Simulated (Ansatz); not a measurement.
Steps of a relaxation of `CO[SiH](C)[SiH3]` with RKS PBE0-D4/def2-TZVP.

```sh
$ ansatz run in.yaml --threads 2 --pin off --events-out ev --progress --plain --max-ram 32768MiB --backend cuda --devices 0, --max-vram 18GiB
```

```yaml
crystal:
  periodic: [false, false, false]
  atoms:
    - {symbol: C, position_ang: [-1.819368, 1.036733, 1.257940]}
    - {symbol: O, position_ang: [-0.870011, 1.017970, 0.211702]}
    - {symbol: Si, position_ang: [0.458927, -0.027709, 0.198992]}
    - {symbol: C, position_ang: [-0.065209, -1.836283, 0.037828]}
    - {symbol: Si, position_ang: [1.739525, 0.670232, -1.643928]}
    - {symbol: H, position_ang: [-2.412166, 0.092936, 1.313294]}
    - {symbol: H, position_ang: [-1.346395, 1.198972, 2.255798]}
    - {symbol: H, position_ang: [-2.530207, 1.870329, 1.078533]}
    - {symbol: H, position_ang: [1.236837, 0.132901, 1.490110]}
    - {symbol: H, position_ang: [-0.642817, -2.002194, -0.893873]}
    - {symbol: H, position_ang: [-0.691481, -2.153838, 0.897136]}
    - {symbol: H, position_ang: [0.829513, -2.492437, 0.012747]}
    - {symbol: H, position_ang: [2.982098, -0.177411, -1.755990]}
    - {symbol: H, position_ang: [0.949987, 0.509215, -2.917183]}
    - {symbol: H, position_ang: [2.158867, 2.109884, -1.513807]}
basis:
  gaussian: {orbitals: def2-TZVP}
hamiltonian: {xc: pbe0, dispersion: d4}
relax: {f_tol: 0.005, max_steps: 150}
```

Positions (Å) and forces (eV/Å) along the path, 8 of 9 steps:

```xyz
15
step=1 energy=-20031.1113 eV
C    -1.819    1.037    1.258   -0.296   -0.006    0.349
O    -0.870    1.018    0.212    0.562   -0.624    0.253
Si    0.459   -0.028    0.199   -0.672    0.344    0.128
C    -0.065   -1.836    0.038   -0.081   -0.168    0.022
Si    1.740    0.670   -1.644    0.110    0.056   -0.169
H    -2.412    0.093    1.313    0.358    0.468   -0.102
H    -1.346    1.199    2.256   -0.178   -0.079   -0.560
H    -2.530    1.870    1.079    0.411   -0.422    0.043
H     1.237    0.133    1.490   -0.203   -0.032   -0.275
H    -0.643   -2.002   -0.894    0.280    0.084    0.443
H    -0.691   -2.154    0.897    0.302    0.152   -0.411
H     0.830   -2.492    0.013   -0.414    0.318    0.011
H     2.982   -0.177   -1.756   -0.257    0.172    0.028
H     0.950    0.509   -2.917    0.167    0.035    0.261
H     2.159    2.110   -1.514   -0.088   -0.298   -0.022
15
step=3 energy=-20031.1832 eV
C    -1.800    1.010    1.252   -0.043    0.019    0.026
O    -0.859    1.006    0.207    0.084   -0.058   -0.015
Si    0.441   -0.016    0.190   -0.052    0.041   -0.046
C    -0.079   -1.807    0.046    0.017    0.021    0.018
Si    1.733    0.664   -1.638   -0.009    0.006    0.008
H    -2.374    0.077    1.285   -0.007   -0.015   -0.007
H    -1.320    1.155    2.227    0.014    0.001    0.011
H    -2.496    1.833    1.085   -0.010    0.012    0.001
H     1.205    0.149    1.466    0.005   -0.010    0.014
H    -0.649   -1.980   -0.868   -0.008    0.001   -0.010
H    -0.691   -2.110    0.898   -0.016   -0.018    0.016
H     0.803   -2.452    0.025    0.008   -0.008    0.001
H     2.960   -0.174   -1.742    0.005   -0.006    0.006
H     0.961    0.509   -2.902    0.000    0.002   -0.016
H     2.145    2.086   -1.501    0.011    0.014   -0.008
15
step=4 energy=-20031.1836 eV
C    -1.801    1.008    1.252   -0.025    0.011    0.014
O    -0.859    1.004    0.207    0.003   -0.008   -0.003
Si    0.439   -0.016    0.185   -0.002    0.015    0.007
C    -0.081   -1.807    0.051    0.009    0.004   -0.013
Si    1.733    0.669   -1.641   -0.003   -0.011   -0.006
H    -2.378    0.077    1.280    0.000   -0.002   -0.004
H    -1.319    1.147    2.228    0.005   -0.002    0.001
H    -2.494    1.836    1.088    0.001    0.003    0.000
H     1.203    0.144    1.462    0.012    0.002    0.002
H    -0.654   -1.983   -0.862   -0.005   -0.008   -0.004
H    -0.692   -2.110    0.905    0.000    0.004    0.002
H     0.801   -2.453    0.029    0.003   -0.004    0.000
H     2.959   -0.172   -1.738    0.003   -0.003    0.001
H     0.967    0.515   -2.908    0.002    0.000   -0.005
H     2.151    2.091   -1.509   -0.002    0.000    0.008
15
step=5 energy=-20031.1838 eV
C    -1.807    1.003    1.252   -0.019    0.029   -0.008
O    -0.860    1.005    0.211    0.021   -0.007   -0.001
Si    0.442   -0.011    0.184   -0.004    0.002    0.004
C    -0.078   -1.802    0.057    0.010   -0.012   -0.003
Si    1.733    0.667   -1.647   -0.002    0.005   -0.002
H    -2.405    0.084    1.251    0.006    0.002    0.001
H    -1.329    1.107    2.233   -0.001   -0.005   -0.001
H    -2.480    1.850    1.104    0.001   -0.012    0.013
H     1.219    0.154    1.454   -0.012    0.000   -0.008
H    -0.658   -1.981   -0.852   -0.001   -0.001    0.004
H    -0.684   -2.101    0.916   -0.001   -0.001   -0.002
H     0.803   -2.449    0.031   -0.001    0.002    0.000
H     2.958   -0.177   -1.738   -0.001   -0.002    0.001
H     0.972    0.515   -2.918    0.000   -0.002    0.003
H     2.153    2.087   -1.509    0.002    0.001   -0.003
15
step=6 energy=-20031.1839 eV
C    -1.808    1.004    1.252    0.007   -0.011    0.014
O    -0.861    1.007    0.211   -0.002    0.009   -0.004
Si    0.440   -0.009    0.184   -0.007    0.003    0.002
C    -0.076   -1.801    0.055   -0.001    0.001   -0.001
Si    1.733    0.667   -1.646   -0.001    0.000    0.001
H    -2.407    0.086    1.246   -0.004    0.004    0.000
H    -1.327    1.099    2.233    0.001   -0.002    0.009
H    -2.480    1.853    1.114    0.005    0.001   -0.016
H     1.214    0.155    1.456   -0.002    0.002   -0.001
H    -0.656   -1.981   -0.853    0.001   -0.003   -0.001
H    -0.682   -2.102    0.915    0.001   -0.002    0.000
H     0.806   -2.447    0.030    0.001   -0.001    0.000
H     2.957   -0.179   -1.734    0.001    0.000    0.000
H     0.972    0.509   -2.917    0.000    0.000    0.000
H     2.154    2.087   -1.516    0.000    0.000   -0.001
15
step=7 energy=-20031.1839 eV
C    -1.808    1.004    1.253   -0.012    0.018   -0.003
O    -0.861    1.010    0.211   -0.001   -0.011    0.005
Si    0.439   -0.009    0.184    0.013    0.004   -0.003
C    -0.076   -1.802    0.055   -0.004    0.002    0.000
Si    1.732    0.666   -1.646    0.001    0.001   -0.003
H    -2.412    0.089    1.243    0.000   -0.004    0.000
H    -1.328    1.094    2.235    0.004   -0.002   -0.004
H    -2.475    1.857    1.115    0.000   -0.002    0.004
H     1.212    0.157    1.455   -0.001   -0.004    0.001
H    -0.655   -1.984   -0.853    0.002    0.000    0.000
H    -0.681   -2.103    0.914    0.000   -0.002    0.001
H     0.808   -2.446    0.030    0.000    0.004    0.000
H     2.957   -0.179   -1.732    0.000   -0.001    0.000
H     0.972    0.507   -2.917    0.000   -0.001   -0.001
H     2.153    2.087   -1.518   -0.001    0.000    0.001
15
step=8 energy=-20031.1839 eV
C    -1.809    1.004    1.253    0.003   -0.001   -0.001
O    -0.862    1.008    0.211   -0.001    0.002    0.002
Si    0.439   -0.008    0.184   -0.006   -0.004    0.001
C    -0.075   -1.802    0.055    0.002   -0.001   -0.001
Si    1.732    0.666   -1.647   -0.001   -0.001    0.001
H    -2.415    0.091    1.243   -0.001    0.002    0.000
H    -1.327    1.092    2.235    0.001    0.000    0.000
H    -2.474    1.859    1.117   -0.001    0.001    0.000
H     1.211    0.156    1.456    0.001    0.002    0.000
H    -0.653   -1.984   -0.855    0.000    0.000    0.000
H    -0.681   -2.104    0.913    0.001    0.002   -0.001
H     0.809   -2.444    0.031    0.001   -0.002    0.000
H     2.957   -0.179   -1.732    0.000    0.001    0.001
H     0.973    0.506   -2.917    0.000    0.001    0.000
H     2.152    2.087   -1.518    0.000   -0.001   -0.001
15
step=9 energy=-20031.1839 eV
C    -1.809    1.006    1.253   -0.003    0.002    0.002
O    -0.863    1.007    0.211    0.001   -0.002    0.000
Si    0.438   -0.009    0.184    0.001    0.001   -0.001
C    -0.074   -1.803    0.054    0.000   -0.002    0.000
Si    1.731    0.666   -1.646    0.001    0.000    0.000
H    -2.418    0.094    1.242    0.000    0.000    0.000
H    -1.327    1.091    2.235    0.001    0.000   -0.001
H    -2.471    1.863    1.118    0.001    0.000    0.000
H     1.211    0.156    1.456   -0.001    0.000    0.000
H    -0.652   -1.985   -0.854    0.001    0.000    0.000
H    -0.678   -2.107    0.914    0.000    0.001    0.000
H     0.811   -2.445    0.029    0.000    0.001    0.000
H     2.956   -0.178   -1.731    0.000    0.000    0.000
H     0.972    0.505   -2.917    0.000    0.000    0.000
H     2.151    2.087   -1.518    0.000    0.000    0.000
```

It took 20 s on 2 threads of an AMD EPYC 7R13 on a shared host and a share of an NVIDIA H100 80 GB, with 0.85 GiB of host memory at the peak.
